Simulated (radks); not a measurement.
Results of a calculation; reference values are marked as such.
Problem. The hafnium ion Hf66+, configuration [He] 2s2 2p2 (the NIST ground configuration). Code: a radial shooting solver on a logarithmic mesh with Libxc functionals. Model: scalar-relativistic Kohn-Sham, exchange-only LDA, spin-polarised, spherical densities, point nucleus; open shells are filled with parallel spins first (spin-orbit coupling, left out, can overturn this in heavy ions). Some entries of the table are withheld. Estimate them.

| orbital | occ. | eigenvalue (hartree) | <r^2> (bohr^2) |
|---|---|---|---|
| 1s up | 1 | -2662.888 | 0.0004927 |
| 1s down | 1 | -2661.285 | 0.0004921 |
| 2s up | 1 | -642.4909 | (1) |
| 2s down | 1 | -639.9350 | (2) |
| 2p up | 2 | (3) | (4) |
| 2p down | 0 | (5) | (6) |

Solution. 
(1) 2s up <r^2> (bohr^2): 0.007097
(2) 2s down <r^2> (bohr^2): 0.007121
(3) 2p up eigenvalue (hartree): -597.8726
(4) 2p up <r^2> (bohr^2): 0.005696
(5) 2p down eigenvalue (hartree): -594.8774
(6) 2p down <r^2> (bohr^2): 0.005722
